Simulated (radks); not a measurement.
Species: Sm43+. Configuration: [Ar] 3d1.

Calculated with a radial shooting solver on a logarithmic mesh with Libxc functionals: non-relativistic Kohn-Sham, LDA (Slater exchange, Perdew-Wang correlation), spin-unpolarised, spherical densities, point nucleus; relativity is left out, which matters for an element this heavy.

Energy parts (hartree):
| part | energy |
|---|---|
| total | -8454.1583 |
| kinetic | 8452.3461 |
| electron-nucleus | -17995.4560 |
| Hartree | 1220.3383 |
| exchange-correlation | -131.3867 |

Orbitals (lengths in bohr, moments of r in powers of bohr; <r^-3> diverges for s and p1/2; r(max) is where P^2 peaks):
orbital  occ.  eigenvalue (hartree)   r(max)      <r^2>  <r^-3>      <r^4>
1s          2             -1710.854  0.01624  0.0008018       -  1.622e-06
2s          2             -346.4252  0.08869    0.01253       -  0.0002619
2p          6             -334.5719  0.06905   0.009310    8207  0.0001665
3s          2             -132.7632   0.2369    0.07126       -   0.007384
3p          6             -128.1411   0.2228    0.06521    2000   0.006424
3d          1             -120.6480   0.1740    0.04923   350.9   0.004025

The highest occupied level is 3d at -3283.0 eV. Summed over all electrons, <r^2> = 0.6655 bohr^2, which gives a Langevin (diamagnetic) susceptibility term of -0.527 x 10^-6 cm^3/mol. The electron density at the nucleus is 1.692e+05 e/bohr^3. For comparison, the ionisation energy in NIST's Atomic Spectra Database is 3363 eV (theoretical). In exact Kohn-Sham theory the highest level is minus the ionisation energy, but local and semilocal functionals leave it too shallow, through self-interaction and a potential that decays too fast; potentials with the right tail come closer.

Beside tabulated values, note that spin-unpolarised runs miss the spin-polarisation part of the exchange energy of open shells.
